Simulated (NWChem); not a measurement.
System: C2H3F2NSi; SMILES N#CC(F)(F)[SiH3]

NWChem input:

```
start job
memory heap 200 mb stack 900 mb global 1100 mb
geometry units angstroms noautoz
  N     -0.997128    -2.360928     0.000000
  C     -0.349579    -1.398513     0.000000
  C      0.373364    -0.110454     0.000000
  F      1.183993    -0.071077    -1.108950
  F      1.183993    -0.071077     1.108950
  Si    -0.781269     1.446776     0.000000
  H     -1.613912     1.399114    -1.223679
  H      0.122201     2.619372     0.000000
  H     -1.613912     1.399114     1.223679
end
basis spherical
  * library sto-3g
end
dft
  xc xpbe96 cpbe96
  iterations 150
  mulliken
end
task dft energy
```

Parts of the log:

```
             Northwest Computational Chemistry Package (NWChem) 7.3.0
             --------------------------------------------------------

 CS  symmetry detected

                             Geometry "geometry" -> ""
                             -------------------------

 Output coordinates in angstroms (scale by  1.889725989 to convert to a.u.)

  No.       Tag          Charge          X              Y              Z
 ---- ---------------- ---------- -------------- -------------- --------------
    1 N                    7.0000    -1.01237504    -2.33580923     0.00000000
    2 C                    6.0000    -0.36183985    -1.37541019     0.00000000
    3 C                    6.0000     0.36510043    -0.08960290     0.00000000
    4 F                    9.0000     1.17584783    -0.05274394    -1.10895000
    5 F                    9.0000     1.17584783    -0.05274394     1.10895000
    6 Si                  14.0000    -0.78469017     1.47120594     0.00000000
    7 H                    1.0000    -1.61747719     1.42613040    -1.22367900
    8 H                    1.0000     0.12241761     2.64099006     0.00000000
    9 H                    1.0000    -1.61747719     1.42613040     1.22367900

 Effective nuclear repulsion energy (a.u.)     279.9306935000

      Symmetry information
      --------------------

 Group name             Cs
 Group number              2
 Group order               2
 No. of unique centers     7

  pbe96 is a nonlocal functional; adding pw91lda local functional.

                                 NWChem DFT Module
                                 -----------------

 Summary of "ao basis" -> "ao basis" (spherical)
 ------------------------------------------------------------------------------
       Tag                 Description            Shells   Functions and Types
 ---------------- ------------------------------  ------  ---------------------
 N                           sto-3g                  3        5   2s1p
 C                           sto-3g                  3        5   2s1p
 F                           sto-3g                  3        5   2s1p
 Si                          sto-3g                  5        9   3s2p
 H                           sto-3g                  1        1   1s

      Symmetry analysis of basis
      --------------------------

        a'         26
        a"         11

            General Information
            -------------------
          SCF calculation type: DFT
          Wavefunction type:  closed shell.
          No. of atoms     :     9
          No. of electrons :    54
           Alpha electrons :    27
            Beta electrons :    27
          Charge           :     0
          Spin multiplicity:     1
          Use of symmetry is: on ; symmetry adaption is: on
          Maximum number of iterations: 150
          AO basis - number of functions:    37
                     number of shells:    23
          Convergence on energy requested:  1.00D-06
          Convergence on density requested:  1.00D-05
          Convergence on gradient requested:  5.00D-04

              XC Information
              --------------
          PerdewBurkeErnzerhof Exchange Functional  1.000
            Perdew 1991 LDA Correlation Functional  1.000 local
           PerdewBurkeErnz. Correlation Functional  1.000 non-local

             Grid Information
             ----------------
          Grid used for XC integration:  medium
          Radial quadrature: Mura-Knowles
          Angular quadrature: Lebedev.
          Tag              B.-S. Rad. Rad. Pts. Rad. Cut. Ang. Pts.
          ---              ---------- --------- --------- ---------
          N                   0.65       49          12.0       434
          C                   0.70       49          10.0       434
          F                   0.50       49          10.0       434
          Si                  1.10       88           9.0       590
          H                   0.35       45          11.0       434
          Grid pruning is: on
          Number of quadrature shells:   374
          Spatial weights used:  Erf1

      Superposition of Atomic Density Guess
      -------------------------------------

 Sum of atomic energies:        -610.82628720

      Non-variational initial energy
      ------------------------------

 Total energy =    -611.246088
 1-e energy   =   -1413.099182
 2-e energy   =     521.922401
 HOMO         =      -0.138821
 LUMO         =       0.236287

      Symmetry analysis of molecular orbitals - initial
      -------------------------------------------------

  Numbering of irreducible representations:

     1 a'          2 a"

  Orbital symmetries:

     1 a'          2 a'          3 a"          4 a'          5 a'
     6 a'          7 a'          8 a'          9 a"         10 a'
    11 a'         12 a"         13 a'         14 a'         15 a'
    16 a'         17 a"         18 a'         19 a'         20 a"
    21 a"         22 a'         23 a"         24 a'         25 a"
    26 a'         27 a'         28 a"         29 a'         30 a'
    31 a'         32 a"         33 a'         34 a'         35 a'
    36 a"         37 a'

     ---------------------------------------------
      Total Density - Mulliken Population Analysis
     ---------------------------------------------

    Atom       Charge   Shell Charges
 -----------   ------   -------------------------------------------------------
    1 N    7     7.76   2.00  1.79  3.97
    2 C    6     5.49   2.00  1.22  2.27
    3 C    6     5.13   1.99  1.19  1.95
    4 F    9     9.42   2.00  1.93  5.49
    5 F    9     9.42   2.00  1.93  5.49
    6 Si  14    13.21   2.00  1.99  5.88  1.28  2.06
    7 H    1     1.19   1.19
    8 H    1     1.19   1.19
    9 H    1     1.19   1.19

   convergence    iter        energy       DeltaE   RMS-Dens  Diis-err
 ---------------- ----- ----------------- --------- --------- ---------
 d= 0,ls=0.0,diis     1   -613.1026055549 -8.93D+02  1.23D-01  2.32D+00
 d= 0,ls=0.0,diis     2   -611.1905081842  1.91D+00  1.00D-01  1.62D+01
 d= 0,ls=0.0,diis     3   -613.4320860889 -2.24D+00  1.85D-02  2.13D-01
 d= 0,ls=0.0,diis     4   -613.4306034331  1.48D-03  9.23D-03  2.32D-01
 d= 0,ls=0.0,diis     5   -613.4623281827 -3.17D-02  8.15D-04  3.46D-04
  Resetting Diis
 d= 0,ls=0.0,diis     6   -613.4623951649 -6.70D-05  1.54D-04  4.92D-05
 d= 0,ls=0.0,diis     7   -613.4624024844 -7.32D-06  7.98D-05  9.45D-07
 d= 0,ls=0.0,diis     8   -613.4624011916  1.29D-06  5.86D-05  1.08D-05
 d= 0,ls=0.0,diis     9   -613.4624026234 -1.43D-06  7.87D-06  3.22D-08
 d= 0,ls=0.0,diis    10   -613.4624026301 -6.72D-09  1.45D-06  2.00D-09

         Total DFT energy =     -613.462402630091
      One electron energy =    -1408.494738709484
           Coulomb energy =      575.427770652184
    Exchange-Corr. energy =      -60.326128072802
 Nuclear repulsion energy =      279.930693500011

 Numeric. integr. density =       53.999991646650

                  Occupations of the irreducible representations
                  ----------------------------------------------

                     irrep           alpha         beta
                     --------     --------     --------
                     a'               19.0         19.0
                     a"                8.0          8.0

                       DFT Final Molecular Orbital Analysis
                       ------------------------------------

 Vector   25  Occ=2.000000D+00  E=-1.700570D-01  Symmetry=a"
              MO Center=  1.1D+00, -1.1D-01, -8.8D-16, r^2= 1.9D+00
   Bfn.  Coefficient  Atom+Function         Bfn.  Coefficient  Atom+Function
  ----- ------------  ---------------      ----- ------------  ---------------
    19      0.691570  4 F  py                24     -0.691570  5 F  py
     5     -0.163892  1 N  pz                35     -0.071266  7 H  s
    37      0.071266  9 H  s                 10     -0.048689  2 C  pz
    18     -0.042656  4 F  px                23      0.042656  5 F  px
    20     -0.031453  4 F  pz                25     -0.031453  5 F  pz

 Vector   26  Occ=2.000000D+00  E=-1.611468D-01  Symmetry=a"
              MO Center=  1.1D+00, -7.7D-02,  5.1D-15, r^2= 1.7D+00
   Bfn.  Coefficient  Atom+Function         Bfn.  Coefficient  Atom+Function
  ----- ------------  ---------------      ----- ------------  ---------------
    20      0.568992  4 F  pz                25      0.568992  5 F  pz
    18      0.415864  4 F  px                23     -0.415864  5 F  px
     5     -0.108476  1 N  pz                35      0.046392  7 H  s
    37     -0.046392  9 H  s                 19      0.040760  4 F  py
    24     -0.040760  5 F  py                15      0.039662  3 C  pz

 Vector   27  Occ=2.000000D+00  E=-1.260520D-01  Symmetry=a'
              MO Center=  7.0D-01,  5.4D-02,  4.5D-16, r^2= 2.5D+00
   Bfn.  Coefficient  Atom+Function         Bfn.  Coefficient  Atom+Function
  ----- ------------  ---------------      ----- ------------  ---------------
    19      0.584289  4 F  py                24      0.584289  5 F  py
    33      0.269931  6 Si py                 7      0.202878  2 C  s
    18     -0.201612  4 F  px                23     -0.201612  5 F  px
    32     -0.182316  6 Si px                 9      0.169383  2 C  py
    31     -0.164030  6 Si s                 14     -0.136139  3 C  py

 Vector   28  Occ=0.000000D+00  E= 7.443520D-02  Symmetry=a"
              MO Center= -4.3D-01, -1.5D+00,  2.7D-17, r^2= 2.0D+00
   Bfn.  Coefficient  Atom+Function         Bfn.  Coefficient  Atom+Function
  ----- ------------  ---------------      ----- ------------  ---------------
     5      0.765425  1 N  pz                10     -0.703598  2 C  pz
    15     -0.303624  3 C  pz                18      0.248409  4 F  px
    23     -0.248409  5 F  px                20     -0.127479  4 F  pz
    25     -0.127479  5 F  pz                17     -0.115431  4 F  s
    22      0.115431  5 F  s                 35     -0.075911  7 H  s

 Vector   29  Occ=0.000000D+00  E= 7.898617D-02  Symmetry=a'
              MO Center= -4.7D-01, -1.4D+00, -5.5D-16, r^2= 2.5D+00
   Bfn.  Coefficient  Atom+Function         Bfn.  Coefficient  Atom+Function
  ----- ------------  ---------------      ----- ------------  ---------------
     3      0.655638  1 N  px                 8     -0.631967  2 C  px
     4     -0.381625  1 N  py                 9      0.337119  2 C  py
    13     -0.271579  3 C  px                32     -0.257792  6 Si px
    31     -0.228868  6 Si s                 36      0.187823  8 H  s
    33      0.181731  6 Si py                20      0.174068  4 F  pz

 Vector   30  Occ=0.000000D+00  E= 2.096221D-01  Symmetry=a'
              MO Center= -3.4D-01,  5.9D-01, -3.0D-16, r^2= 2.0D+00
   Bfn.  Coefficient  Atom+Function         Bfn.  Coefficient  Atom+Function
  ----- ------------  ---------------      ----- ------------  ---------------
    12      0.890447  3 C  s                 31     -0.756044  6 Si s
    33      0.727655  6 Si py                14      0.473619  3 C  py
    13     -0.300949  3 C  px                32     -0.288157  6 Si px
    35      0.283871  7 H  s                 37      0.283871  9 H  s
     7     -0.231753  2 C  s                 29     -0.217936  6 Si py

     ---------------------------------------------
      Total Density - Mulliken Population Analysis
     ---------------------------------------------

    Atom       Charge   Shell Charges
 -----------   ------   -------------------------------------------------------
    1 N    7     7.18   2.00  1.82  3.36
    2 C    6     5.97   1.99  1.10  2.88
    3 C    6     5.95   1.99  1.23  2.73
    4 F    9     9.07   2.00  1.96  5.11
    5 F    9     9.07   2.00  1.96  5.11
    6 Si  14    13.49   2.00  1.98  5.87  1.29  2.35
    7 H    1     1.09   1.09
    8 H    1     1.09   1.09
    9 H    1     1.09   1.09

     -------------------------------------------
      Total Density - Lowdin Population Analysis
     -------------------------------------------

    Atom       Charge   Shell Charges
 -----------   ------   -------------------------------------------------------
    1 N    7     7.11   2.00  1.66  3.45
    2 C    6     6.04   1.99  1.08  2.97
    3 C    6     5.97   1.98  1.15  2.84
    4 F    9     9.04   2.00  1.90  5.14
    5 F    9     9.04   2.00  1.90  5.14
    6 Si  14    13.48   2.00  1.98  5.82  1.18  2.50
    7 H    1     1.10   1.10
    8 H    1     1.11   1.11
    9 H    1     1.10   1.10

     Multipole analysis of the density
     ---------------------------------

     L   x y z        total         alpha         beta         nuclear
     -   - - -        -----         -----         ----         -------
     0   0 0 0     -0.000000    -27.000000    -27.000000     54.000000

     1   1 0 0      0.145359      0.072680      0.072680      0.000000
     1   0 1 0      1.162593      0.581297      0.581297      0.000000
     1   0 0 1      0.000000      0.000000      0.000000      0.000000

     2   2 0 0    -27.964012    -98.820851    -98.820851    169.677690
     2   1 1 0     -2.960172      2.494302      2.494302     -7.948776
     2   1 0 1      0.000000      0.000000      0.000000      0.000000
     2   0 2 0    -30.783789   -177.849573   -177.849573    324.915358
     2   0 1 1      0.000000      0.000000      0.000000      0.000000
     2   0 0 2    -27.193522    -58.468331    -58.468331     89.743140
```

Level: PBE/STO-3G. All runs use the structure optimised with B3LYP/6-31G* (spherical d).
